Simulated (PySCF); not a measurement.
Exercise with solution: dipole moment from atomic charges

AsBFH3O, SMILES OB(F)[AsH2]. Atoms are numbered in the order given.

```xyz
7

B     -0.9249     0.3422     0.3153
As     0.8919    -0.3672    -0.3369
H      1.3603    -0.6822     1.0740
H      1.5576     1.0038    -0.3446
F     -1.6537    -0.4501     1.0962
O     -1.4901     1.5099    -0.0557
H     -0.9232     2.0589    -0.6095
```

Coordinates come from a r2SCAN-D4/def2-SVP optimisation. Other conformers were not sampled.

Charges (e) from PBE/def2-TZVPD (PySCF):

| atom | ESP fit | IAO |
|---|---|---|
| B1 | 0.394 | 0.414 |
| As2 | -0.155 | 0.022 |
| H3 | 0.046 | 0.006 |
| H4 | 0.012 | -0.019 |
| F5 | -0.175 | -0.298 |
| O6 | -0.519 | -0.509 |
| H7 | 0.398 | 0.385 |

The dipole moment of the full density is 2.03 D.

Question: What dipole moment does each set of point charges give, and which comes closer to that of the density?

Answer: 
μ = Σ q r, and 1 e Å = 4.8032 D.
ESP fit: Σ q r = (0.274, 0.287, -0.184) e Å, |μ| = 2.10 D.
IAO: Σ q r = (0.511, 0.269, -0.397) e Å, |μ| = 3.37 D.
ESP fit comes closer in size. Point charges leave out the atoms' own dipoles (lone pairs, polarised bonds); fits to the potential absorb them, partitions of the density don't.
